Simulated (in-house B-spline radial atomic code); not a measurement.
**RPA and G0W0 on BLYP: Ir4+**

Configuration [Xe] 4f14 5d5, highest spin, mean-field start BLYP. Computed with a B-spline radial code for spherical atoms: all electrons, scalar-relativistic (spin-free one-electron X2C), finite nucleus, each spin shell either full or empty, empty states to l = 9 with an (l + 1/2)⁻⁴ tail; G0W0 by contour deformation at full frequency.

Without the two-electron picture change, the correlation of inner shells comes somewhat too large for so heavy an element.

Command:
```bash
python run_gw.py task.json out
```
Settings (radii: box in bohr, nucleus in fm):
```
Z                        77
electrons                73
configuration            [Xe] 4f14 5d5
hamiltonian              x2c
method                   b88,lyp
lmax                     9
rms_radius               5.4032
spin_polarised           True
box_radius               11.96
intervals                67
```

Cost of the run: 14 s on 1 thread of Arm Neoverse N1, with other jobs on the host.

Energies (hartree):

```
                                     term         value
                         mean-field total  -17827.12236
Hartree-Fock functional on these orbitals  -17820.75006
                      direct second order       -7.5818
                    second-order exchange        1.8928
                         SOSEX correction        1.7782
```

(1) What is the RPA correlation energy, and what remains with SOSEX?

Quasi-particle levels (eV):

| level | occupied | mean field | Σx - vxc | Σc | QP weight | G0W0 |
| --- | --- | --- | --- | --- | --- | --- |
| 5d up | yes | -51.66 | -7.89 | ? | ? | ? |
| 4f down | yes | -108.56 | -22.21 | 7.99 | 0.861 | -122.78 |
| 5d down | no | -48.11 | 9.30 | -3.58 | 0.915 | -42.39 |

G0W0 = mean field + (Σx - vxc) + Σc, with Σc (partial-wave tail included) taken at the quasi-particle energy. Only the outer levels were computed. Levels of low weight are left out.

(2) Where does G0W0 put 5d up?

## Answers

(1) RPA gives -6.6116 hartree (-2.46 eV per electron); RPA + SOSEX gives -4.8334, and the second-order doubles -5.689 hartree (no singles). RPA lacks exchange-type terms and so overcorrelates at short range.

(2) At -59.47 eV, with Σc = 0.08 eV and a quasi-particle weight of 0.793. The tabulated removal energy is 57 ± 1.9 eV (NIST, tabulated theory); the calculation leaves out spin-orbit coupling, Breit and QED terms, and what these don't explain is the method's own error.
